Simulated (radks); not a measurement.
Neutral lutetium: order these configurations by energy. All-electron calculation, Dirac Kohn-Sham, PBE, spin-unpolarised, spherical densities, finite nucleus; Fermi nuclear charge, rms radius of each element as measured or else 0.836 A^(1/3) + 0.57 fm. Program: a radial shooting solver on a logarithmic mesh with Libxc functionals. Sub-shells are occupied by j as written (lower j first in brackets). [Xe] 4f14 5d(3/2: 1, 5/2: 0) 6s1 6p(1/2: 1, 3/2: 0); [Xe] 4f14 5d(3/2: 1, 5/2: 0) 6s2; [Xe] 4f14 5d(3/2: 2, 5/2: 0) 6s1; [Xe] 4f14 6s2 6p(1/2: 1, 3/2: 0).

Answer. From the lowest, in eV above it: [Xe] 4f14 5d(3/2: 1, 5/2: 0) 6s2 0.000; [Xe] 4f14 6s2 6p(1/2: 1, 3/2: 0) 0.828; [Xe] 4f14 5d(3/2: 2, 5/2: 0) 6s1 2.862; [Xe] 4f14 5d(3/2: 1, 5/2: 0) 6s1 6p(1/2: 1, 3/2: 0) 3.133.
